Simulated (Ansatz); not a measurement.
Species: SiHCl, charge -1, doublet. SiHCl- (parent SMILES [SiH]Cl, doublet).
B3LYP-D3(BJ)/def2-TZVP minimum from Ansatz (a quantum-chemistry and plane-wave program):
```xyz
3

Si     0.8594    -0.2125     0.8232
H      1.9036    -0.4761    -0.2900
Cl    -0.8197     0.2030    -0.6609
```
Charge -1, spin multiplicity 2.

Total energies in aug-cc-pV(D+d)Z, 13 correlated electrons, 10 frozen orbitals. Open shells are spin-unrestricted; no spin-orbit coupling. Correlated methods leave the cores frozen. No relativity. The UHF reference of HClSi- (parent SMILES [SiH]Cl, doublet) is spin-contaminated (<S^2> up to 0.03 over the pure value in the sets run). The spin of HClSi- (parent SMILES [SiH]Cl, doublet) was assumed, and the state is the lowest solution found for it.

```
method    program  energy (Eh)  minus CCSDT(Q) (mEh)
--------  -------  -----------  --------------------
HF         Ansatz   -749.05209                287.96
MP2        Ansatz   -749.29595                 44.10
CCSD       Ansatz   -749.32910                 10.95
CCSD(T)    Ansatz   -749.33822                  1.83
CCSDT(Q)   Ansatz   -749.34005                  0.00
```

Rough core times of Ansatz's runs on a shared machine: CCSD(T) under 20 s, CCSDT(Q) 4 min.
